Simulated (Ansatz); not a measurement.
Input for Ansatz (an electronic-structure program): R-B3LYP/def2-TZVPPD on C2H5ClO (a complex), monomers drawn apart or pushed together. Files ending in .json are basis or fitting sets from the Basis Set Exchange.

Ansatz 0.2 input:
```yaml
crystal:
  periodic: [false, false, false]
  atoms:
    - {symbol: C, position_ang: [-0.64849717, -0.93590725, -0.17722569]}
    - {symbol: Cl, position_ang: [0.28490368, 0.60188261, -0.15698502]}
    - {symbol: H, position_ang: [-1.61082673, -0.73619874, -0.63785512]}
    - {symbol: H, position_ang: [-0.08566876, -1.66041782, -0.75727151]}
    - {symbol: H, position_ang: [-0.76877939, -1.26738331, 0.84976868]}
    - {symbol: C, position_ang: [0.37354895, 0.34326516, 2.76182306]}
    - {symbol: O, position_ang: [-0.23870337, -0.68481066, 2.87656454]}
    - {symbol: H, position_ang: [-0.12693760, 1.32856798, 2.77615043]}
    - {symbol: H, position_ang: [1.47222685, 0.36123995, 2.64298504]}
basis:
  gaussian:
    orbitals: def2-TZVPPD.json
hamiltonian:
  xc: {name: B3LYP}
scf: {lower_state_search: off}
```

Q: Give the final energy of this run.

A: -614.7169 hartree.
